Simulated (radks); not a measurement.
The numbers below are computed, except where a source is named.
Exchange energies: the exact (Fock) value of the Kohn-Sham orbitals and density-functional approximations, as 100 (|E| - |E exact|)/|E exact|, negative where the magnitude is too small. Species: Ag29+ [Ar]; Hg [Hg]. Code: a radial shooting solver on a logarithmic mesh with Libxc functionals. Model: non-relativistic Kohn-Sham, r2SCAN, spin-polarised, spherical densities, point nucleus; meta-GGA in the generalised Kohn-Sham scheme. Every spin shell is full or empty, so the densities are truly spherical. Functionals are evaluated on that one density, not self-consistently.

| functional | Ag29+ | Hg |
|---|---|---|
| exact (hartree) | -98.2346 | -345.132 |
| LDA | -6.57 | -3.79 |
| PBE | -0.42 | -0.33 |
| PBEsol | -2.88 | -1.78 |
| revPBE | -0.10 | -0.24 |
| RPBE | -0.01 | -0.21 |
| PW91 | +0.02 | +0.06 |
| PW86 | +0.28 | -0.37 |
| WC | -1.16 | -0.61 |
| B86b | +0.14 | +0.02 |
| APBE | +0.55 | +0.26 |
| MS2 | -0.14 | -0.65 |
| TASK | -2.69 | -1.81 |
| MVS | -0.14 | +0.10 |
